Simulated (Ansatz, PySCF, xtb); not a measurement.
Reaction R1 + R2 → P1, each structure at its B3LYP-D3(BJ)/def2-SVP stationary point, reached from a drawn start (curvature not checked).
R1, C2H4 (SMILES C=C) (charge 0, multiplicity 1):
```csv
atom,x (Å),y (Å),z (Å)
C,0.0000,0.0000,0.6664
C,0.0000,0.0000,-0.6664
H,0.0000,0.9311,1.2420
H,0.0000,-0.9311,1.2420
H,0.0000,0.9311,-1.2420
H,0.0000,-0.9311,-1.2420
```
R2, CrH2O4 (SMILES [O]=[Cr](=[O])([OH])[OH]) (charge 0, multiplicity 1, Z-matrix in Å and degrees):
```
Cr
O 1 1.5455
O 1 1.5492 2 111.28
O 1 1.7420 2 108.39 3 120.20
H 4 0.9707 1 115.66 2 -145.17
O 1 1.7420 2 108.38 3 -120.21
H 6 0.9707 1 115.66 2 145.39
```
P1: C2H6CrO4 (SMILES CC[O][Cr](=[O])(=[O])[OH]), charge 0, multiplicity 1.

P less R. No zero-point or thermal terms; no spin–orbit coupling. One arrangement of each flexible species, with no search for the lowest.

Codes used: Ansatz (Gaussian orbitals); PySCF for the D3/D4 terms; xtb for the GFN methods. All values are computed, each at the level named.

Question: One of these levels gives -45.76 kcal/mol for the reaction energy. Name it.
A) B3LYP/def2-TZVPP
B) GFN2-xTB
C) PBE-D4/def2-TZVPP
D) wB97M-V/def2-TZVPP

Answer: B, GFN2-xTB. The others give -23.73 (PBE-D4/def2-TZVPP), -17.22 (B3LYP/def2-TZVPP), -21.29 (wB97M-V/def2-TZVPP)

Ansatz is a quantum-chemistry and plane-wave program.
